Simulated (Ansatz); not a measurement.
Cost and result up the ladder for the cluster Rb₂F₃ (5 atoms). Charge 0, multiplicity 2. Geometry: PBE0-D4/def2-SVP.

```tsv
atom	x (Å)	y (Å)	z (Å)
Rb1	-1.260	-1.322	-2.121
Rb2	0.465	0.489	0.786
F3	-1.748	-0.495	0.198
F4	1.580	1.652	2.654
F5	0.963	-0.324	-1.516
```

Ansatz on 4 threads of Arm Neoverse V2 on a shared host. Times are rough, and most runs start from the orbitals of an earlier one. r2SCAN0-D4/def2-TZVP serves as the yardstick here, not as an exact answer. Differences are given only for rows in sets of like size (and for xTB, whose basis is part of the method), since another set adds its own error. Binding counts from free atoms at the same level (Rb doublet, F doublet; other spins of the atoms weren't run), without zero-point energy or a counterpoise term.

In the def2 sets Rb takes a core potential; there is no spin–orbit coupling. Correlated methods freeze 3 core orbitals; core or outer-core shells of Rb are correlated, in sets that lack core-valence functions. The rows differ in basis, and correlated rows in double-zeta sets carry the largest basis error. Another isomer (doublet) lies 0.93 eV lower at PBE0-D4/def2-TZVP; other spin states weren't run for this one.

Correlated methods converge slowly with the basis, most of all in double-zeta sets.

```csv
level,functions,wall time,binding energy per atom (eV),difference from r2SCAN0-D4/def2-TZVP (eV)
PBE-D4/def2-TZVP (with forces),159,3.1 s,2.65,0.37
r2SCAN-D4/def2-TZVP,159,8.5 s,2.54,0.26
BHLYP-D4/def2-TZVP,159,9 s,2.15,-0.12
PBE0-D4/def2-TZVP,159,13 s,2.34,0.07
r2SCAN0-D4/def2-TZVP,159,18 s,2.27,0.00
CCSD(T)/def2-SVP,90,25 s,2.05,–
```
